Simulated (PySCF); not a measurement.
Consider H2Se3, (H2Se3). Optimised structure (Å), atoms numbered from 1:
```
Se    0.8047   -0.2946    1.7166
Se   -0.3076    1.1178    0.1770
Se   -0.6788   -0.1218   -1.7937
H     2.1881    0.0082    1.2504
H    -1.9895   -0.7032   -1.3855
```

Computed at BP86-D3(BJ)/ma-def2-SVP // PBE-D3(BJ)/ma-def2-SVP with PySCF (density fitting, grid level 2). Thermal corrections: GFN2-xTB frequencies, unscaled, ideal gas at 298.15 K and 1 bar, quasi-RRHO entropy. These were taken at the GFN2-xTB minima.

(1) What are the vertical and the adiabatic electron affinity for forming the radical anion?

(2) Where does the unpaired spin of the relaxed radical anion sit?

(3) What reduction potential follows in dichloromethane (IEF-PCM), on the absolute scale?

Results:

(1) 0.81 eV vertical and 1.70 eV adiabatic, the latter with zero-point energy.

(2) Se2 (selenium) 0.57, Se3 (selenium) 0.22, Se1 (selenium) 0.22 (intrinsic atomic orbital populations).

(3) In the gas phase −ΔG of reduction is 1.756 eV, and solvation is -10.4 kJ/mol for the parent and -180.5 kJ/mol for the product, so the absolute potential is 3.52 V. The solvent is electrostatics only, on gas-phase structures; the absolute scale refers to an electron at rest in vacuum.

Note: thermal terms of [H2Se3]-• come from a GFN2-xTB structure of other bonding; ma-def2-SVP is a small basis, whose errors can reach tens of kJ/mol; spin-orbit coupling is left out of the energies, which matters for open shells on the heavier atoms; atoms from Ga to Kr are treated without relativity.
